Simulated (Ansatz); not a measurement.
Wavefunction ladder for AlF6P (`[F][Al-]([F])([F])[P+](F)(F)F`)

| atom | x (Å) | y (Å) | z (Å) |
| --- | --- | --- | --- |
| F1 | 1.500 | 1.708 | -0.471 |
| Al2 | 1.081 | 0.663 | 0.729 |
| F3 | 2.000 | -0.681 | 0.963 |
| F4 | 0.155 | 1.215 | 1.971 |
| P5 | -0.793 | -0.487 | -0.535 |
| F6 | -0.425 | -1.192 | -1.855 |
| F7 | -1.545 | -1.617 | 0.195 |
| F8 | -1.973 | 0.391 | -0.997 |

Total charge 0; spin multiplicity 1. The structure was optimised at the PBE0-D4/def2-TZVP level. It is one conformer, not always the lowest. Frozen core, restricted reference, Ansatz 0.2.0. CBS rows extrapolate triple and quadruple zeta; past MP2 they add the triple-zeta difference.

```tsv
basis	HF (Eh)	MP2 corr.
def2-SVP	-1178.93565	-1.28228
def2-TZVPP	-1179.95361	-1.71471
def2-QZVPP	-1180.00219	-1.88177
```

Problem. Estimate the CCSD correlation energy and the (T) correction in each basis where they were run (hartree).

Solution. 
| basis | CCSD corr. | (T) |
| --- | --- | --- |
| def2-SVP | -1.29763 | -0.02038 |
| def2-TZVPP | -1.71910 | -0.05079 |
| CBS(def2) | -2.00989 | as TZ |
